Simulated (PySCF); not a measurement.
Cost of excited-state runs on `InChI=1S/C6H8OS/c1-3-6-5(2)4-8(6)7/h1,5-6H,4H2,2H3/t5-,6-,8+/m1/s1`

Geometry (Å), atoms numbered from 1 in this order:
```xyz
16

C     2.1048   -0.3802   -1.5786
C     0.9469   -0.4655   -1.2815
C    -0.4086   -0.6350   -0.8676
C    -0.9064    0.3420    0.2142
C    -0.3221    1.7446    0.1710
C    -0.4906   -0.5125    1.4085
S    -0.5454   -2.0669    0.3844
O     0.7126   -2.7885    0.5060
H     3.1093   -0.2926   -1.8667
H    -1.0690   -0.7688   -1.7246
H    -1.9977    0.3993    0.1621
H    -0.6785    2.3237    1.0198
H     0.7642    1.7044    0.2058
H    -0.6182    2.2511   -0.7449
H     0.5400   -0.3387    1.7080
H    -1.1488   -0.5074    2.2727
```

PySCF with density fitting, on 1 thread of an Arm Neoverse V1, shared host. Command: `OMP_NUM_THREADS=1 python excited_run.py task.json out`

Problem. How long does this run take, and how much memory?
- circular dichroism and optical rotation, PBE0/def2-SVPD; 12 states

Solution. 
```
                                    run           level  basis functions  wall time  peak memory (GiB)
circular dichroism and optical rotation  PBE0/def2-SVPD              234      2 min                  1
```
Times from a shared host are rough.
